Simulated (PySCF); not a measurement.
## SMILES C=C/C=C\[Se][Se]C, C5H8Se2

Molfile (atoms numbered from 1):
```
C5H8Se2
     RDKit          3D

 15 14  0  0  0  0  0  0  0  0999 V2000
   -3.4525    0.5964    0.9864 C   0  0  0  0  0  0  0  0  0  0  0  0
   -2.2791    0.0736    0.6438 C   0  0  0  0  0  0  0  0  0  0  0  0
   -1.3538    0.6973   -0.2669 C   0  0  0  0  0  0  0  0  0  0  0  0
   -0.1741    0.1837   -0.6223 C   0  0  0  0  0  0  0  0  0  0  0  0
    0.5318   -1.4839   -0.0071 Se  0  0  0  0  0  2  0  0  0  0  0  0
    2.5638   -1.4346   -1.0695 Se  0  0  0  0  0  2  0  0  0  0  0  0
    3.6483   -0.5480    0.3166 C   0  0  0  0  0  0  0  0  0  0  0  0
   -3.7860    1.5410    0.5886 H   0  0  0  0  0  0  0  0  0  0  0  0
   -4.1187    0.1016    1.6711 H   0  0  0  0  0  0  0  0  0  0  0  0
   -1.9609   -0.8806    1.0521 H   0  0  0  0  0  0  0  0  0  0  0  0
   -1.6493    1.6521   -0.6844 H   0  0  0  0  0  0  0  0  0  0  0  0
    0.4823    0.6916   -1.3162 H   0  0  0  0  0  0  0  0  0  0  0  0
    3.5938   -1.1241    1.2360 H   0  0  0  0  0  0  0  0  0  0  0  0
    3.2794    0.4617    0.4771 H   0  0  0  0  0  0  0  0  0  0  0  0
    4.6704   -0.5198   -0.0489 H   0  0  0  0  0  0  0  0  0  0  0  0
  1  2  2  0
  2  3  1  0
  3  4  2  0
  4  5  1  0
  5  6  1  0
  6  7  1  0
  1  8  1  0
  1  9  1  0
  2 10  1  0
  3 11  1  0
  4 12  1  0
  7 13  1  0
  7 14  1  0
  7 15  1  0
M  END
```

The calculation used PySCF 2.14.0, GIAO PBE/pcSseg-1 magnetisability, rotational g tensor and spin-rotation constants, non-relativistic, gas phase. Geometry: GFN2-xTB.

The calculation is non-relativistic, which matters for the atoms heavier than Zn.

Question: What are the magnetisability and the molar susceptibility?

Answer: Isotropic -1617 × 10⁻³⁰ J/T², or -97.4 × 10⁻⁶ cm³/mol; principal values -1806, -1602, -1444 × 10⁻³⁰ J/T², anisotropy 314 × 10⁻³⁰ J/T² (root of half the summed squared differences of the principal values). The susceptibility is in cgs units.

Question: Split it along the inertial axes a, b, c into diamagnetic and paramagnetic parts about the centre of mass, with the quadrupole moment.

Answer: 
| axis | χ (10⁻⁶ cm³/mol) | diamagnetic (10⁻⁶ cm³/mol) | paramagnetic (10⁻⁶ cm³/mol) | summed x² of all electrons (Å²) | quadrupole Θ (D Å) |
| --- | --- | --- | --- | --- | --- |
| a | -97.3 | -435.8 | 338.5 | 518.1 | +6.09 |
| b | -90.6 | -2385.9 | 2295.3 | 58.4 | -0.46 |
| c | -104.4 | -2445.8 | 2341.5 | 44.3 | -5.63 |

Anisotropies 2χaa − χbb − χcc = +0.4 and 2χbb − χaa − χcc = +20.5 × 10⁻⁶ cm³/mol. Θ is traceless in Buckingham's convention.

Question: And the rotational g tensor?

Answer: 
```tsv
axis	rotational constant (GHz)	g	nuclear part	electronic part
a	3.8787	-0.0428	0.5740	-0.6169
b	0.5012	-0.0062	0.5342	-0.5404
c	0.4862	-0.0022	0.5326	-0.5348
```
Asymmetric top; isotopes 12C, 1H, 80Se; no vibrational averaging.
